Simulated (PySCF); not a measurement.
A structure optimised at PBE-D3(BJ)/def2-SVP, used in a PySCF frequency run:

```
Si
H 1 1.5044
C 1 1.8743 2 110.38
C 3 1.3470 1 125.70 2 -117.60
H 4 1.1036 3 122.00 1 -179.42
H 4 1.1040 5 116.74 3 179.94
H 3 1.1083 4 118.34 5 0.14
C 1 1.8813 2 110.05 3 123.73
H 8 1.1079 1 110.87 2 56.56
H 8 1.1080 9 108.68 1 -121.63
H 8 1.1101 9 108.38 10 -117.66
Br 1 2.2582 2 106.70 3 -118.26
```
Charge 0, spin multiplicity 1.

Write its SMILES and formula.

C=C[SiH](C)Br, C₃H₇BrSi

What are its rotational constants (standard atomic weights)?

2.9219, 1.7311, 1.1843 GHz
